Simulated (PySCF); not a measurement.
HgF at PBEsol

Computed with PBEsol; Hg def2-SVP with ECP60, F def2-SVP; scalar-relativistic core potentials (PySCF 2.14).

```
state                                           : ²Σ⁺ (doublet), unpaired electrons σ ↑
bond length                                     : 2.053 Å
harmonic wavenumber                             : 438 cm⁻¹
force constant                                  : 1.96 mdyn/Å
rotational constant Be                          : 0.2304 cm⁻¹
anharmonicity ωexe                              : 3.83 cm⁻¹
vibration–rotation constant αe                  : 0.00224 cm⁻¹
well depth De to Hg + F                         : 41.7 kcal/mol
dissociation energy D0                          : 41.1 kcal/mol
bond order (Mayer)                              : 0.90
dipole moment (positive dipole means Hg(−)F(+)) : -2.38 D
```

Spin–orbit coupling is left out, which matters for elements this heavy, above all for dissociation energies. The state is the lowest determinant that a PBE0 search found; another state may lie lower at other levels.
